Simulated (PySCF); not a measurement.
## Spinor energies of Yb⁺ (ytterbium, charge +1)

Start: [Xe] 4f14 6s1; 6s1/2 filled at m_j = +1/2. Calculated with PySCF 2.14 in x2c-TZVPPall-2c (11s11p10d4f2g, 140 functions): generalised Hartree-Fock with the X2C-1e Hamiltonian and a Gaussian nucleus; one run each with spin-orbit coupling (SO) switched off, then screened by Boettger's factors.

```csv
spinor shell,electrons,"ε, spin-free (eV)","ε, screened SO (eV)",weight of nominal j (screened SO),"rms radius, screened SO (bohr)"
1s1/2,2,-61653.8,-61638.5,1.000,0.0223
2s1/2,2,-10583.2,-10578.6,1.000,0.0901
2p1/2,2,-9326.9,-10070.9,1.000,0.0768
2p3/2,4,-9326.9,-9018.5,1.000,0.0838
3s1/2,2,-2446.6,-2445.2,1.000,0.231
3p1/2,2,-2060.8,-2221.2,1.000,0.222
3p3/2,4,-2060.8,-1993.6,1.000,0.237
3d3/2,4,-1587.8,-1616.8,1.000,0.210
3d5/2,6,-1587.8,-1567.4,1.000,0.214
4s1/2,2,-514.16,-513.84,1.000,0.519
4p1/2,2,-385.17,-421.86,1.000,0.531
4p3/2,4,-385.17,-369.82,1.000,0.563
4d3/2,4,-212.18,-218.02,1.000,0.599
4d5/2,6,-212.18,-208.14,1.000,0.611
5s1/2,2,-72.660,-72.629,1.000,1.31
5p1/2,2,-40.363,-44.965,1.000,1.48
4f5/2,6,-20.178,-21.031,1.000,0.851
4f7/2,8,-20.178,-19.419,1.000,0.873
6s1/2,1,-11.297,-11.303,1.000,4.01
```

Question: Where does 5p3/2 lie, and what is the 5p spin-orbit splitting (screened SO)?

Answer: At -38.482 eV, 6.483 eV above 5p1/2.

| quantity | spin-free | screened SO |
| --- | --- | --- |
| E (hartree) | -14048.95366 | -14062.10138 |
| M_J | 1/2 | 1/2 |
| ⟨J²⟩ | 0.750 | 0.750 |
| ⟨L²⟩ | 0.000 | 0.107 |
| ⟨S²⟩ | 0.750 | 0.858 |

Breit and QED terms are absent; they matter most for the inner s and p1/2 levels.

Densities and radii are taken from the X2C orbitals without a picture-change correction, which distorts them close to the nucleus.

Without spin-orbit coupling the j labels of p, d and f shells carry no meaning; the spin-free column gives the mean over the occupied spinors of each nl shell.
